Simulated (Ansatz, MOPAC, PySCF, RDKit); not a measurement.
Torsion H3–B1–N2–H5 in aminoborane (SMILES BN); at each angle all else is relaxed with GFN2-xTB, and the levels are single points there.
Geometry at 180° (charge 0, multiplicity 1):
```xyz
6

B      0.68707     0.01419    -0.00267
N     -0.68945    -0.03656     0.01207
H      1.29074    -0.98858    -0.05084
H      1.21611     1.05878     0.03352
H     -1.27955     0.77788     0.05241
H     -1.21859    -0.89228    -0.01638
```

```tsv
level	energy at 60° less that at 180° (kcal/mol)	minus CCSD(T)/CBS(cc-pVTZ, cc-pVQZ)
UFF	-16.47	-48.02
PM3	39.14	7.59
PM7	30.11	-1.44
SVWN5/def2-TZVPP	35.14	3.58
PBE/def2-TZVPP	33.04	1.48
PBE-D4/def2-TZVPP	33.03	1.48
BLYP/def2-TZVPP	32.70	1.15
BLYP-D4/def2-TZVPP	32.70	1.15
B3LYP/6-31G*	32.45	0.90
B3LYP/def2-TZVPP	32.26	0.70
B3LYP-D4/def2-TZVPP	32.25	0.70
PBE0/def2-TZVPP	32.20	0.65
PBE0-D4/def2-TZVPP	32.20	0.65
MP2/6-31G*	33.31	1.75
MP2/cc-pVTZ	31.64	0.09
MP2/cc-pVQZ	31.66	0.11
SCS-MP2/cc-pVTZ	31.14	-0.41
CCSD/cc-pVQZ	31.12	-0.43
CCSD(T)/cc-pVQZ	31.59	0.03
CCSD(T)/CBS(cc-pVTZ, cc-pVQZ)	31.55	0.00
```

 The comparison column counts from a level with limits of its own.

The rows run from -16.47 (UFF) to 39.14 kcal/mol (PM3). In cc-pVQZ the value moves MP2 31.66, CCSD 31.12, CCSD(T) 31.59, a shift of -0.07 from MP2 to CCSD(T). From cc-pVTZ to cc-pVQZ MP2 changes by 0.02. The dispersion term adds 0.00 in PBE-D4, 0.00 in BLYP-D4, 0.00 in B3LYP-D4. The 5 functionals in def2-TZVPP without D3 or D4 span 2.93, from PBE0 to SVWN5.

On the grid 0° to 330°, 60° is the highest and 180° the lowest point at CCSD(T)/CBS(cc-pVTZ, cc-pVQZ).

Cores are frozen in the correlated methods. CBS: X⁻³ extrapolation of the correlation energy, Hartree–Fock from the larger set. Rows in 6-31G* carry no dispersion term and start afresh at each structure (6-31G* with six Cartesian d functions). MP2/6-31G* freezes PySCF's default core. The state that PM3, PM7 reach isn't checked; PM7 holds dispersion and hydrogen-bond terms.

The values were computed with Ansatz (a quantum-chemistry and plane-wave program) with Gaussian orbitals; MOPAC for PM3, PM7 (differences of heats of formation); PySCF for 6-31G* rows, the dispersion terms; RDKit for the force fields. Values without a source in brackets are computed.
